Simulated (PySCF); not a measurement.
C2H6PSi (charge -1).
Structure used (GFN2-xTB), in Å, numbered top down from 1:
```
atom  x, y, z in Å
C1     1.595   -0.448    0.074
C2     1.238    0.735   -0.439
P3    -0.349    1.482   -0.650
Si4   -1.687   -0.020    0.145
H5     2.636   -0.746    0.119
H6     0.877   -1.151    0.461
H7     2.027    1.390   -0.807
H8    -1.704   -1.350   -0.508
H9    -1.561   -0.371    1.579
H10   -3.063    0.482    0.004
```

The computed photoelectron lines, unassigned: C 1s: 284.26 (area 1), 285.09 (area 1) eV; Si 1s: 1840.98 eV; Si 2p3/2: 101.22 eV; P 1s: 2142.58 eV; P 2p3/2: 129.15 eV.

The calculation used delta-SCF UKS SCAN, pcX-2 on the ionised atom, pcseg-1 elsewhere, spin-free X2C (PySCF 2.14.0). Isolated species at its GFN2-xTB geometry (one conformer only).

Assign the C 1s lines to atoms.

284.26 eV: C1 (terminal =CH2 carbon); 285.09 eV: C2 (alkene CH carbon). The listed C 1s values span 0.83 eV, from C1 (bonded to C (double bond) and 2 H) to C2 (bonded to C (double bond), H and P).

Bonded neighbours of each site: C1: C (double bond) and 2 H; C2: C (double bond), H and P; P3: C and Si; Si4: 3 H and P.

Express the binding energy of P 2p3/2 of P3 in atomic units and per mole.

129.15 eV = 4.7462 Eh = 12461 kJ/mol.

The unrestricted hole states depart most from a pure doublet (⟨S²⟩ = 0.75; over 0.85 named) for C 1s of C2 (0.97), which makes this value less certain. The 2p values aren't plain energy differences: one relaxed spin-free 2p hole is combined with a matrix within the shell (ground-state 2p orbital-energy differences and spin–orbit coupling). 2p3/2, the mean of its two sublevels, lies a third of the splitting below the shell's mean and 2p1/2 two thirds above it; the statistical areas are 2:1. 2p1/2 minus 2p3/2 (ligand field included): P 0.89 eV, Si 0.62 eV. The species carries charge -1, so core ionisation leaves a neutral species. The basis sets have no added diffuse functions.
